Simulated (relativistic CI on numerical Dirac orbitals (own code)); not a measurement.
The magnetic moment of free Nd⁴⁺ at 300 K

Problem. Nd⁴⁺ (4f2) has the ground term 3H, whose calculated levels (Dirac-Coulomb-Breit CI, one configuration, Slater integrals scaled by 0.85) lie at J = 4: 0, J = 5: 2763, J = 6: 5588 cm⁻¹. Find the effective moment at 300 K in LS coupling.

Working.
1. S = 1, L = 5. The ground level J = 4 has g_J = 3/2 + [S(S + 1) − L(L + 1)]/[2J(J + 1)] = 0.8000 and g_J√(J(J + 1)) = 3.58 μB.
2. kT = 208.5 cm⁻¹. Populations (2J + 1)e^(−E/kT)/Z: J = 4: 1.000.
3. The field also mixes neighbouring J. With F_J = [(S + L + 1)² − J²][J² − (S − L)²]/J, each level gains α_J = [F_(J+1)/(E_(J+1) − E_J) − F_J/(E_J − E_(J−1))]/[6(2J + 1)], and μ²(J) = g_J²J(J + 1) + 3kT α_J.
4. Values of μ²(J): J = 4: 12.800 + 0.181.
5. The thermal average gives μ_eff = 3.60 μB, or χT = μ²/8 = 1.62 cm³ K mol⁻¹.

Check. With the measured levels of this term (measured levels as listed in Carvajal Gallego et al., Mon. Not. R. Astron. Soc. 518, 332 (2023): 4: 0, 5: 2834, 6: 5743) the same steps give μ_eff = 3.60 μB. The computed ground level holds 96 % of 3H and has g = 0.8065, with g_s = 2.0023, relativistic corrections and term mixing, against 0.8000 above. The excited levels lie far above kT, so the ground-level formula is enough. A crystal field changes the moment at low temperature.
